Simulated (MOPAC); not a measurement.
Input file for MOPAC: PM3 on H4 (a complex), monomers drawn apart or pushed together.

```
PM3 1SCF PRECISE CHARGE=0 THREADS=1
H4

H      0.01918998 1     0.21921854 1    -0.28211616 1
H      0.18702023 1    -0.10958982 1    -0.92801742 1
H     -0.29727927 1     0.19625944 1     4.17860857 1
H     -0.05092284 1    -0.38137613 1     3.77966924 1
```

Program output:

```
*******************************************************************************
 **                                                                           **
 **                              MOPAC v23.2.5                                **
 **                                                                           **
 *******************************************************************************
 ** MOPAC's Digital Object Identifier: https://doi.org/10.5281/zenodo.6511958 **
 **                                                                           **
 ** Please cite the open-source release paper for use of this MOPAC version:  **
 ** J. E. Moussa and J. J. P. Stewart (2026)                                  **
 ** MOPAC: An open-source semiempirical molecular orbital program             **
 ** J. Open Source Softw., 11(119), 8025, https://doi.org/10.21105/joss.08025 **
 *******************************************************************************

                              PM3 CALCULATION RESULTS

 *******************************************************************************
 *  PM3        - The PM3 Hamiltonian to be used
 *
 *
 *
 *                 CHARGE ON SYSTEM = 0
 *
 *
 *
 *  PRECISE    - TIGHTER CRITERIA TO BE USED
 *  1SCF       - DO 1 SCF AND THEN STOP
 *  THREADS=1  - MULTI-THREADING NOT USED
 *  T=         - A TIME OF 172800.0 SECONDS REQUESTED
 *  DUMP=N     - RESTART FILE WRITTEN EVERY 7200.0 SECONDS REQUESTED
 *******************************************************************************
PM3 1SCF PRECISE CHARGE=0 THREADS=1
 H4

   ATOM   CHEMICAL          X               Y               Z
  NUMBER   SYMBOL      (ANGSTROMS)     (ANGSTROMS)     (ANGSTROMS)

     1       H          0.01918998  *   0.21921854  *  -0.28211616  *
     2       H          0.18702023  *  -0.10958982  *  -0.92801742  *
     3       H         -0.29727927  *   0.19625944  *   4.17860857  *
     4       H         -0.05092284  *  -0.38137613  *   3.77966924  *



          CARTESIAN COORDINATES

    NO.       ATOM           X           Y           Z

     1         H          0.0192      0.2192     -0.2821
     2         H          0.1870     -0.1096     -0.9280
     3         H         -0.2973      0.1963      4.1786
     4         H         -0.0509     -0.3814      3.7797

  H: (PM3): J. J. P. STEWART, J. COMP. CHEM. 10, 209 (1989).

           Empirical Formula: H4  =     4 atoms



      MOLECULAR POINT GROUP   :   C2h


      RHF CALCULATION, NO. OF DOUBLY OCCUPIED LEVELS = 2


 -------------------------------------------------------------------------------
 PM3 1SCF PRECISE CHARGE=0 THREADS=1
 H4



     1SCF WAS SPECIFIED, SO BFGS WAS NOT USED
     SCF FIELD WAS ACHIEVED


                              PM3 CALCULATION
                                                       MOPAC v23.2.5 Linux




          FINAL HEAT OF FORMATION =        -25.15926 KCAL/MOL =    -105.26635 KJ/MOL


          COSMO AREA              =         57.38 SQUARE ANGSTROMS
          COSMO VOLUME            =         28.07 CUBIC ANGSTROMS

          IONIZATION POTENTIAL    =         15.756551 EV
          HOMO LUMO ENERGIES (EV) =        -15.757  4.488
          NO. OF FILLED LEVELS    =          2
          MOLECULAR WEIGHT        =          4.0316         POINT GROUP:  C2h

          MOLECULAR DIMENSIONS (Angstroms)

            Atom       Atom       Distance
            H     3    H     2     5.13865
            H     4    H     1     0.89722
            H     3    H     4     0.00164


          SCF CALCULATIONS        =          1





   ATOM   CHEMICAL          X               Y               Z
  NUMBER   SYMBOL      (ANGSTROMS)     (ANGSTROMS)     (ANGSTROMS)

     1       H          0.01918998  *   0.21921854  *  -0.28211616  *
     2       H          0.18702023  *  -0.10958982  *  -0.92801742  *
     3       H         -0.29727927  *   0.19625944  *   4.17860857  *
     4       H         -0.05092284  *  -0.38137613  *   3.77966924  *

                             CARTESIAN COORDINATES

   1    H        0.019189980     0.219218540    -0.282116160
   2    H        0.187020230    -0.109589820    -0.928017420
   3    H       -0.297279270     0.196259440     4.178608570
   4    H       -0.050922840    -0.381376130     3.779669240


           Empirical Formula: H4  =     4 atoms



      MOLECULAR POINT GROUP   :   C2h


                  EIGENVALUES
 -15.94475 -15.75655   4.48834   4.50805


              NET ATOMIC CHARGES AND DIPOLE CONTRIBUTIONS

  ATOM NO.   TYPE          CHARGE      No. of ELECS.   s-Pop
    1          H           0.000036        1.0000     0.99996
    2          H          -0.000043        1.0000     1.00004
    3          H          -0.000019        1.0000     1.00002
    4          H           0.000026        1.0000     0.99997
 DIPOLE           X         Y         Z       TOTAL
 POINT-CHG.    -0.000    -0.000     0.000     0.000
 HYBRID         0.000     0.000     0.000     0.000
 SUM           -0.000    -0.000     0.000     0.000


          ATOMIC ORBITAL ELECTRON POPULATIONS

     Atom    s
    1  H   0.99996
    2  H   1.00004
    3  H   1.00002
    4  H   0.99997

 **********************
 *                    *
 * JOB ENDED NORMALLY *
 *                    *
 **********************




 == MOPAC DONE ==
```

The run finished.

Cost: around 0.03 core-seconds (rough).
